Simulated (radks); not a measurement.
Valence configurations of neutral rhodium (all share [Kr]). All-electron calculation, Dirac Kohn-Sham, BLYP, spin-unpolarised, spherical densities, point nucleus; open shells are shared between the two j in proportion to 2j + 1. Program: a radial shooting solver on a logarithmic mesh with Libxc functionals. Energies are relative to 4d8 5s1; eigenvalues in eV.

4d8 5s1: E (eV) 0.000; e(4d3/2) -6.067; e(4d5/2) -5.675; e(5s1/2) -4.319
4d8 5p1: E (eV) 3.627; e(4d3/2) -7.736; e(4d5/2) -7.338; e(5p1/2) -1.774; e(5p3/2) -1.636
4d9: E (eV) -0.785; e(4d3/2) -3.790; e(4d5/2) -3.430
4d7.5 5s1 5p0.5: E (eV) 2.856; e(4d3/2) -8.234; e(4d5/2) -7.823; e(5p1/2) -1.600; e(5p3/2) -1.458; e(5s1/2) -5.386
4d7 5s1 5p1: E (eV) 6.489; e(4d3/2) -10.351; e(4d5/2) -9.921; e(5p1/2) -2.158; e(5p3/2) -1.977; e(5s1/2) -6.332
4d7.5 5s1.5: E (eV) 0.960; e(4d3/2) -7.372; e(4d5/2) -6.963; e(5s1/2) -4.786
4d8 5s0.5 5p0.5: E (eV) 1.767; e(4d3/2) -6.959; e(4d5/2) -6.564; e(5p1/2) -1.407; e(5p3/2) -1.286; e(5s1/2) -4.956
4d7 5s0.5 5p1.5: E (eV) 8.672; e(4d3/2) -11.044; e(4d5/2) -10.612; e(5p1/2) -2.472; e(5p3/2) -2.276; e(5s1/2) -6.779
4d7 5p2: E (eV) 10.924; e(4d3/2) -11.695; e(4d5/2) -11.260; e(5p1/2) -2.762; e(5p3/2) -2.551
4d6.5 5p2.5: E (eV) 15.721; e(4d3/2) -13.722; e(4d5/2) -13.269; e(5p1/2) -3.235; e(5p3/2) -2.987

NIST lists [Kr] 4d8 5s1 as the ground configuration; this level of theory puts 4d9 lower, by 0.785 eV. The energies are those of spherical spin-averaged densities, not of single terms.
